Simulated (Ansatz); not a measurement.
Steps of a relaxation of C2H8N2Si, SMILES `C=NCN[SiH3]` with RKS PBE-D4/def2-SVP.

```sh
$ ansatz run in.yaml --threads 4 --pin off --events-out ev --progress --plain --max-ram 10444MiB
```

```yaml
crystal:
  periodic: [false, false, false]
  atoms:
    - {symbol: C, position_ang: [-0.568800, 2.308100, -0.265700]}
    - {symbol: N, position_ang: [-0.517000, 1.116700, -0.623100]}
    - {symbol: C, position_ang: [0.635500, 0.471600, -0.087000]}
    - {symbol: N, position_ang: [0.717200, -0.924500, -0.413100]}
    - {symbol: Si, position_ang: [-0.215800, -2.125200, 0.434000]}
    - {symbol: H, position_ang: [-1.473500, 2.964900, -0.633000]}
    - {symbol: H, position_ang: [0.139700, 2.875700, 0.370300]}
    - {symbol: H, position_ang: [0.792000, 0.638700, 1.004800]}
    - {symbol: H, position_ang: [1.568400, 0.925300, -0.488000]}
    - {symbol: H, position_ang: [0.330000, -0.975300, -1.351400]}
    - {symbol: H, position_ang: [-1.676800, -1.848200, 0.348200]}
    - {symbol: H, position_ang: [0.233100, -2.058300, 1.884200]}
    - {symbol: H, position_ang: [0.056500, -3.404400, -0.165700]}
basis:
  gaussian: {orbitals: def2-SVP}
hamiltonian: {xc: pbe, dispersion: d4}
relax: {f_tol: 0.03, max_steps: 200}
```

Positions (Å) and forces (eV/Å) along the path, 11 of 20 steps:

```xyz
13
step=1 energy=-13043.9660 eV
C    -0.569    2.308   -0.266   -2.952    3.608   -0.688
N    -0.517    1.117   -0.623    0.098   -0.927   -0.017
C     0.635    0.472   -0.087    1.943   -0.849    0.431
N     0.717   -0.924   -0.413   -0.159   -0.375   -0.086
Si   -0.216   -2.125    0.434   -0.063    0.940    1.315
H    -1.474    2.965   -0.633    1.304   -0.891    0.481
H     0.140    2.876    0.370    0.352   -0.155    0.244
H     0.792    0.639    1.005   -0.421   -0.214    0.137
H     1.568    0.925   -0.488   -0.012    0.372   -0.369
H     0.330   -0.975   -1.351    0.298   -0.112   -0.955
H    -1.677   -1.848    0.348   -0.474   -0.107    0.140
H     0.233   -2.058    1.884   -0.161   -0.163   -0.166
H     0.057   -3.404   -0.166    0.249   -1.126   -0.468
13
step=2 energy=-13044.3691 eV
C    -0.610    2.367   -0.251   -1.152    0.813   -0.286
N    -0.486    1.155   -0.612    0.248    0.328   -0.019
C     0.699    0.474   -0.125    0.583   -0.524    0.436
N     0.724   -0.941   -0.445   -0.396    0.080   -0.426
Si   -0.240   -2.106    0.453   -0.109    0.219    0.469
H    -1.480    2.975   -0.641    0.440   -0.407    0.213
H     0.055    2.927    0.452    0.200   -0.153   -0.010
H     0.817    0.591    0.981   -0.067   -0.028   -0.046
H     1.613    0.953   -0.555   -0.149    0.039   -0.122
H     0.440   -1.022   -1.438    0.376   -0.068    0.035
H    -1.733   -1.886    0.420   -0.069   -0.008    0.020
H     0.184   -2.084    1.902    0.019    0.048   -0.089
H     0.039   -3.440   -0.127    0.075   -0.339   -0.175
13
step=3 energy=-13044.4236 eV
C    -0.658    2.388   -0.217    0.685   -0.408   -0.292
N    -0.447    1.193   -0.628   -0.342    0.335    0.498
C     0.729    0.469   -0.130    0.049   -0.151   -0.157
N     0.715   -0.951   -0.452   -0.351    0.118   -0.840
Si   -0.279   -2.094    0.458    0.056   -0.027   -0.079
H    -1.552    2.933   -0.558   -0.182    0.084   -0.111
H     0.071    2.972    0.412   -0.247   -0.165    0.122
H     0.822    0.572    0.979    0.018    0.033   -0.088
H     1.633    0.945   -0.578    0.039   -0.045    0.012
H     0.596   -1.076   -1.490    0.217    0.088    0.903
H    -1.782   -1.885    0.445    0.076    0.006   -0.014
H     0.167   -2.043    1.894    0.010    0.033    0.014
H     0.006   -3.458   -0.123   -0.031    0.098    0.034
13
step=4 energy=-13044.4566 eV
C    -0.659    2.353   -0.190   -0.026    0.150    0.154
N    -0.474    1.168   -0.607    0.171   -0.247   -0.283
C     0.723    0.434   -0.170    0.048    0.380    0.084
N     0.722   -0.964   -0.496   -0.140    0.035   -0.068
Si   -0.280   -2.037    0.465   -0.024   -0.326   -0.186
H    -1.537    2.921   -0.557   -0.050    0.033    0.040
H     0.006    2.885    0.541    0.003   -0.029   -0.058
H     0.840    0.541    0.935    0.110   -0.013    0.024
H     1.613    0.921   -0.635   -0.044    0.055    0.003
H     0.703   -1.114   -1.516   -0.004   -0.059    0.236
H    -1.770   -1.796    0.419   -0.038    0.021    0.027
H     0.150   -1.934    1.905    0.033    0.049   -0.050
H    -0.016   -3.414   -0.079   -0.039   -0.049    0.076
13
step=9 energy=-13044.4951 eV
C    -0.665    2.355   -0.167   -0.018   -0.020    0.039
N    -0.406    1.224   -0.691   -0.018    0.065   -0.071
C     0.748    0.467   -0.206    0.041   -0.040    0.000
N     0.678   -0.948   -0.478   -0.014    0.029   -0.049
Si   -0.303   -2.052    0.466   -0.021   -0.019    0.019
H    -1.524    2.947   -0.549    0.037   -0.013    0.021
H    -0.077    2.814    0.671   -0.037   -0.041   -0.017
H     0.904    0.612    0.891    0.025    0.026    0.013
H     1.645    0.887   -0.716    0.021    0.041    0.001
H     0.705   -1.140   -1.485   -0.007   -0.026    0.025
H    -1.802   -1.862    0.409    0.000    0.002    0.006
H     0.115   -1.902    1.906   -0.012    0.001    0.001
H     0.004   -3.435   -0.037    0.002   -0.005    0.011
13
step=11 energy=-13044.5213 eV
C    -0.694    2.284   -0.123   -0.079    0.112    0.098
N    -0.310    1.274   -0.795    0.123   -0.042   -0.006
C     0.806    0.481   -0.274   -0.002    0.051   -0.040
N     0.669   -0.936   -0.497   -0.004   -0.043    0.002
Si   -0.327   -1.996    0.483    0.013    0.015   -0.027
H    -1.508    2.926   -0.513   -0.045   -0.018   -0.021
H    -0.260    2.594    0.865    0.034   -0.078   -0.044
H     0.982    0.665    0.817   -0.020   -0.007   -0.005
H     1.712    0.849   -0.809    0.011    0.001    0.015
H     0.723   -1.176   -1.492   -0.016   -0.012    0.009
H    -1.825   -1.806    0.394   -0.002    0.005    0.011
H     0.069   -1.796    1.922   -0.004    0.015   -0.004
H    -0.015   -3.398    0.036   -0.010    0.001    0.013
13
step=14 energy=-13044.5307 eV
C    -0.712    2.241   -0.103    0.004   -0.054    0.040
N    -0.257    1.296   -0.827    0.020    0.022   -0.013
C     0.844    0.488   -0.300   -0.037    0.014    0.001
N     0.675   -0.930   -0.513   -0.002    0.009    0.022
Si   -0.337   -1.958    0.484    0.003    0.022   -0.010
H    -1.532    2.882   -0.487   -0.006   -0.017   -0.007
H    -0.336    2.478    0.927    0.013   -0.019   -0.033
H     1.014    0.672    0.792    0.002   -0.011    0.001
H     1.760    0.833   -0.833    0.014    0.008    0.009
H     0.725   -1.185   -1.504   -0.006    0.005   -0.021
H    -1.832   -1.749    0.389   -0.006    0.005    0.000
H     0.055   -1.726    1.919    0.005    0.005    0.000
H    -0.046   -3.375    0.070   -0.006    0.010    0.010
13
step=15 energy=-13044.5333 eV
C    -0.737    2.181   -0.081    0.296   -0.272   -0.174
N    -0.205    1.311   -0.856   -0.253    0.311    0.288
C     0.885    0.494   -0.324   -0.007   -0.016    0.017
N     0.687   -0.923   -0.529    0.000    0.023    0.032
Si   -0.351   -1.910    0.484    0.013   -0.007   -0.005
H    -1.561    2.820   -0.457   -0.005   -0.029    0.008
H    -0.405    2.358    0.981   -0.053   -0.055   -0.144
H     1.052    0.678    0.769    0.009   -0.009   -0.005
H     1.809    0.820   -0.855    0.008    0.002    0.008
H     0.728   -1.188   -1.517    0.001    0.013   -0.025
H    -1.842   -1.677    0.378    0.003    0.008   -0.001
H     0.043   -1.654    1.914   -0.002    0.008   -0.005
H    -0.084   -3.343    0.107   -0.011    0.025    0.004
13
step=18 energy=-13044.5374 eV
C    -0.742    2.150   -0.075   -0.005   -0.009   -0.027
N    -0.200    1.301   -0.856    0.002    0.034    0.036
C     0.900    0.494   -0.329   -0.005    0.001   -0.001
N     0.704   -0.922   -0.531    0.016   -0.021   -0.005
Si   -0.354   -1.887    0.482   -0.008   -0.004    0.006
H    -1.581    2.776   -0.441    0.002   -0.009    0.008
H    -0.419    2.311    0.987    0.002   -0.007   -0.012
H     1.069    0.678    0.764    0.002    0.003    0.002
H     1.821    0.825   -0.861   -0.007   -0.002   -0.002
H     0.736   -1.184   -1.522    0.000    0.003   -0.003
H    -1.840   -1.624    0.370    0.004    0.003    0.000
H     0.040   -1.625    1.911   -0.001    0.000   -0.003
H    -0.114   -3.326    0.115   -0.002    0.008    0.001
13
step=19 energy=-13044.5378 eV
C    -0.748    2.132   -0.070    0.019   -0.045   -0.033
N    -0.191    1.300   -0.859   -0.027    0.056    0.056
C     0.911    0.495   -0.334    0.000    0.011    0.002
N     0.713   -0.922   -0.533    0.011   -0.014   -0.005
Si   -0.357   -1.874    0.481   -0.011   -0.004    0.003
H    -1.593    2.752   -0.431    0.004   -0.003    0.001
H    -0.434    2.282    0.997    0.001   -0.006   -0.021
H     1.082    0.680    0.759    0.003    0.001    0.000
H     1.831    0.824   -0.868   -0.005   -0.003   -0.002
H     0.741   -1.185   -1.524    0.001    0.001    0.002
H    -1.840   -1.596    0.365    0.006    0.000    0.000
H     0.036   -1.608    1.910   -0.001   -0.001   -0.002
H    -0.130   -3.316    0.122   -0.002    0.007    0.001
13
step=20 energy=-13044.5380 eV
C    -0.753    2.119   -0.066    0.009   -0.026   -0.016
N    -0.187    1.298   -0.860   -0.012    0.030    0.027
C     0.918    0.495   -0.337   -0.002    0.013    0.000
N     0.720   -0.922   -0.534    0.005   -0.007   -0.001
Si   -0.359   -1.863    0.481   -0.007   -0.010   -0.002
H    -1.602    2.735   -0.424    0.002   -0.002   -0.002
H    -0.443    2.263    1.002    0.003   -0.001   -0.009
H     1.092    0.682    0.755    0.003    0.001    0.000
H     1.836    0.824   -0.875   -0.004   -0.002   -0.002
H     0.746   -1.185   -1.524    0.001   -0.001    0.004
H    -1.840   -1.573    0.360    0.006    0.001    0.003
H     0.034   -1.598    1.910   -0.003    0.001   -0.001
H    -0.143   -3.308    0.126   -0.001    0.003   -0.001
```

Run time 27 s (4 threads of an Arm Neoverse V1 on a shared host); peak host memory 0.16 GiB.
